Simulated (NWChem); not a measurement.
# GaF, singlet; SMILES [F][Ga]

Program: NWChem. Pople sets run with spherical d functions. Low-valent species are run as closed-shell singlets; no triplet was tried in these runs. Each level has its own optimisation; frequencies are unscaled.

For level B3LYP/6-31G*:

```
Quantity                           Value
---------------------------------  -----
r F–Ga (Å)                         1.786
highest harmonic frequency (cm⁻¹)    639
```

How do the values read with level Hartree-Fock/3-21G instead?


| Item | Result |
|---|---|
| r F–Ga (Å) | 1.704 |
| highest harmonic frequency (cm⁻¹) | 809 |
